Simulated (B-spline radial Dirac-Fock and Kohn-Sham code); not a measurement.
## Te 4d5/2: cross section and angular parameters

System: atomic tellurium, configuration 1s2 2s2 2p6 3s2 3p6 3d10 4s2 4p6 4d10 5s2 5p4; threshold 48.38 eV (orbital energy of the model). Method: Dirac-Hartree-Slater photoionisation with a Latter tail; cross sections with all multipoles, angular parameters from the dipole term and its interference with E2. Computed with a B-spline atomic structure program.

For linearly polarised light dσ/dΩ = σ/(4π) [1 + β P₂(cos θ) + (δ + γ cos²θ) sin θ cos φ], with θ from the polarisation vector and φ the angle between the beam and the projection of the electron momentum on the plane normal to the polarisation.

```
hν (eV)  σ (kb)       β       γ       δ
     60   17500   0.305  -0.007   0.002
   65.4   34400   0.342  -0.008   0.001
   98.1    2800   1.580  -0.075  -0.005
   99.7    2450   1.636  -0.084  -0.005
    142     207  -0.055  -0.240   0.074
    160     246  -0.793   0.017   0.060
    166     271  -0.745   0.065   0.051
    216     451   0.067   0.137   0.009
    341     449   0.836   0.029  -0.005
    400     387   0.984  -0.003  -0.003
    439     346   1.053  -0.017  -0.001
    498     291   1.132  -0.028   0.002
    600       ?       ?       ?       ?
    831     115   1.309   0.019   0.018
   2480    7.07   1.211   0.557   0.072
 2984.4    4.06   1.156   0.684   0.089
   3310    2.95   1.122   0.757   0.100
   3610    2.24   1.093   0.818   0.110
   4870   0.843   0.985   1.035   0.153
   5060   0.741   0.971   1.063   0.159
   5800   0.465   0.919   1.161   0.184
   6000   0.413   0.906   1.185   0.191
   6380   0.333   0.882   1.228   0.203
   7450   0.192   0.823   1.333   0.239
   8020   0.147   0.794   1.381   0.257
 9251.7  0.0872   0.740   1.471   0.296
  12000  0.0328   0.644   1.621   0.380
  12700  0.0264   0.624   1.650   0.400
  13100  0.0234   0.613   1.666   0.412
  15000  0.0138   0.565   1.732   0.465
```

Task: Give the values at 600 eV.

Result: σ = 215 kb, β = 1.220, γ = -0.029, δ = 0.007.
